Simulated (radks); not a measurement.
The nuclear charge of neutral nitrogen is varied continuously with 7 electrons held in [He] 2s2 2p3. Calculated with a radial shooting solver on a logarithmic mesh with Libxc functionals: scalar-relativistic Kohn-Sham, PBE, spin-polarised, spherical densities, finite nucleus; open shells are filled with parallel spins first; Fermi nuclear charge, rms radius 2.5582 fm. By the Hellmann-Feynman theorem dE/dZ = E(electron-nucleus)/Z, the electronic potential at the nucleus (averaged over a nucleus of fixed radius). The scalar-relativistic energy here is not variational (the density holds large components alone), so the two differ by a part that grows with Z.

Z,E (hartree),E(electron-nucleus)/Z (hartree),HOMO,e(HOMO) (eV),<r> HOMO (bohr)
6.8,-50.96439,-17.6870,2p,-5.582,1.540
6.9,-52.74963,-18.0163,2p,-6.902,1.485
7,-54.56778,-18.3452,2p,-8.299,1.435
7.1,-56.41882,-18.6740,2p,-9.773,1.388
7.2,-58.30272,-19.0024,2p,-11.323,1.345
7.3,-60.21947,-19.3307,2p,-12.948,1.305
7.4,-62.16904,-19.6589,2p,-14.646,1.267
7.5,-64.15143,-19.9869,2p,-16.418,1.232
7.6,-66.16661,-20.3148,2p,-18.263,1.199
7.7,-68.21459,-20.6427,2p,-20.180,1.168
7.8,-70.29536,-20.9704,2p,-22.169,1.139
7.9,-72.40890,-21.2981,2p,-24.230,1.111
8,-74.55520,-21.6257,2p,-26.362,1.085

The central difference of E at Z = 7 is -18.346 hartree, to compare with the third column; the second derivative is -3.29 hartree.
